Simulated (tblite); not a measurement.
C6H14NP.
Numbering: `[CH3:1][N:2]=[P@@:3]1([CH3:4])[CH2:5][CH2:6][C@@H:7]1[CH3:8]` (hydrogens: H9, H10, H11 on C1; H12, H13, H14 on C4; H15, H16 on C5; H17, H18 on C6; H19 on C7; H20, H21, H22 on C8)

Cartesian coordinates in Å at the GFN2-xTB level; atoms count from 1:
```xyz
22
C6H14NP angstrom
C      2.9472    1.0158    0.0562
N      1.8413    0.4956    0.8279
P      0.5354   -0.1723    0.3080
C      0.5888   -1.4059   -1.0713
C     -0.4617   -0.9009    1.6697
C     -1.7645   -0.3664    1.0431
C     -1.1412    0.6992    0.1202
C     -1.8146    0.9380   -1.2157
H      2.7470    2.0275   -0.3088
H      3.2185    0.3898   -0.7993
H      3.8063    1.0647    0.7280
H      1.3893   -2.1101   -0.8458
H     -0.3536   -1.9361   -1.1689
H      0.8185   -0.8893   -2.0027
H     -0.2045   -0.3946    2.5991
H     -0.4111   -1.9769    1.8239
H     -2.4785    0.0284    1.7651
H     -2.2629   -1.1386    0.4566
H     -1.0481    1.6452    0.6660
H     -2.8104    1.3539   -1.0635
H     -1.2369    1.6413   -1.8127
H     -1.9148    0.0110   -1.7761
```

Computed with GFN2-xTB (tblite): harmonic, unscaled wavenumbers at the GFN2-xTB geometry, gas phase. Errors from tens to a few hundred cm⁻¹ against measured bands are possible. One conformer, not necessarily the lowest.

Harmonic wavenumbers (cm⁻¹): 88.6, 100.6, 127.4, 134.6, 149.5, 171.2, 182.1, 204.8, 234.8, 289.3, 345.7, 399.3, 495.3, 603.6, 657.5, 738.0, 747.7, 813.9, 828.1, 876.3, 911.0, 937.4, 982.3, 1000.7, 1011.4, 1087.1, 1111.7, 1118.2, 1139.7, 1153.3, 1185.8, 1210.0, 1251.1, 1286.4, 1304.2, 1314.5, 1405.2, 1418.8, 1423.4, 1430.1, 1435.1, 1489.1, 1490.8, 1496.9, 1497.9, 1498.7, 2911.7, 2912.8, 2930.4, 2979.3, 2979.7, 2993.1, 2993.7, 2995.7, 2997.9, 2998.8, 3005.5, 3025.3, 3029.9, 3033.4.

A = 2437, B = 1250, C = 1141 MHz; mass 131.086 u (most abundant isotopes); point group C1, symmetry number 1.

Question: What is the zero-point energy?

Answer: ½Σν̃ = 41283 cm⁻¹ = 118.03 kcal/mol.

Question: Entropy at 200 K, 1 bar (ideal gas, RRHO, classical rotation)?

Answer: Translation 38.57, rotation 27.73, vibration 20.50: S = 86.8 cal/(mol K).

Question: And Cp and H(200 K) − H(0)?

Answer: Cp = 31.23 cal/(mol K), of which vibrations give 23.28 (their classical limit is 60 R = 119.2); H(200 K) − H(0) = 3.98 kcal/mol without the zero-point energy, 2.39 from vibrations.

Question: How do the functions run with temperature in this model?

Answer: 
```tsv
T (K)	S (cal/(mol K))	Cp (cal/(mol K))	H − H(0) (kcal/mol)	G − H(0) (kcal/mol)	ln q(vib)
100	68.9	21.2	1.34	-5.55	1.33
300	101.4	41.7	7.61	-22.80	7.26
500	127.7	62.3	18.09	-45.75	13.02
800	162.0	83.4	40.21	-89.35	21.30
1000	181.6	92.9	57.89	-123.75	26.48
```

q(vib) and H(0) count from the zero-point level.

Question: What must be added to the electronic energy to get the Gibbs energy at 200 K and 1 bar?

Answer: ZPE + [H(200 K) − H(0)] − T·S = 118.03 + 3.98 − 17.36 = 104.65 kcal/mol.

Question: Blend soft modes into free rotors: weight 1/[1 + (100 cm⁻¹/ν̃)⁴] for the oscillator and the rest for a rotor with moment μB/(μ + B), μ = h/(8π²ν), B = 10⁻⁴⁴ kg m². What vibrational entropy results?

Answer: 20.31 cal/(mol K) in place of 20.50, which changes −T·S at 200 K by +0.04 kcal/mol.

Hindered rotation and anharmonicity are outside this model. Other conformers, if any are populated, would add a mixing term that is left out. The structure is chiral; the term R ln 2 for an equal mix with its mirror image is left out.
